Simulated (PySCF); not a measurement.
**Os (osmium, neutral) across methods**

[Xe] 4f14 5d5 6s2 7s1, high-spin 7S determinant (an excited configuration). All numbers are calculated (PySCF 2.14, scalar relativity by spin-free X2C-1e, in x2c-TZVPPall with one added diffuse shell each of s, p, d, f type (12s8p8d4f1g, 113 functions)).

```
method   E (hartree)  mean ε 6s α (eV)  mean ε 6s β (eV)  mean ε 7s α (eV)  Σ⟨r²⟩ (bohr²)    ⟨S²⟩
r2SCAN     -17255.28           -11.473            -9.524            -1.713          128.5  12.012
   LDA     -17244.34           -11.411            -9.728            -1.709          126.2  12.003
   UHF  -17249.83294           -13.913           -11.131            -2.474          137.0  12.015
  PBE0     -17254.98           -12.067           -10.075            -1.986          131.3  12.005
   PBE     -17255.20           -11.212            -9.346            -1.720          129.3  12.004
```

Spin-orbit coupling, which splits the p, d and f shells strongly at this Z, is absent. The outer electron is Rydberg-like, and this basis confines it to a smaller radius and binds it less than a complete one would.
